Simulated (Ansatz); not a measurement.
`[SiH]S` + dimethylamine → `CN(C)[SiH]` + H₂S at 400 K and 1 bar (ligand exchange at the Si–S bond).

Isolated molecules relaxed with PBE0-D4/def2-TZVP in Ansatz; ΔE leaves out vibrations. CCSD(T)/CBS is the MP2 limit (def2-TZVPP, def2-QZVPP) plus CCSD(T) − MP2 in def2-TZVPP, frozen cores. This one scheme is used for every species.

| species | CCSD(T)/CBS energy (Eh) | H − E (kJ/mol) | S (J/(mol·K)) |
| --- | --- | --- | --- |
| `[SiH]S` | -688.02937 | 61.1 | 271.5 |
| `CNC` | -135.00321 | 264.6 | 293.2 |
| `CN(C)[SiH]` | -424.06348 | 264.6 | 334.5 |
| H₂S | -398.97279 | 53.4 | 215.9 |

H − E and S are ideal-gas, rigid-rotor, harmonic terms from PBE0-D4/def2-TZVP. 1 Eh = 2625.50 kJ/mol, R = 8.31446 J/(mol·K).

Q: By hand: ΔE, ΔH, ΔS and ΔG.

A: ΔE = (-424.06348) + (-398.97279) − (-688.02937) − (-135.00321) = -0.00369 Eh = -9.7 kJ/mol. Δ(H − E) = 264.6 + 53.4 − 61.1 − 264.6 = -7.7, so ΔH = -17.4 kJ/mol. ΔS = 334.5 + 215.9 − 271.5 − 293.2 = -14.3 J/(mol·K). ΔG = -17.4 − 400 × (-14.3)/1000 = -11.7 kJ/mol.

Q: By hand: the equilibrium constant, and the temperature at which ΔG would vanish if ΔH and ΔS stayed fixed.

A: log₁₀ K = −ΔG/(RT ln 10) = 1.5. ΔG = 0 at ΔH/ΔS = 1217 K, though so small a ΔS makes that figure unsure.

The number of gas molecules stays the same, so ΔS is small and ΔH decides. A doubt of 5 kJ/mol in ΔE shifts log₁₀ K by 0.7 here. These are equilibria of isolated gas molecules and say nothing of rates. Largest T1 diagnostic: 0.016 (customary marks: 0.02 for closed shells, 0.045 for open ones).
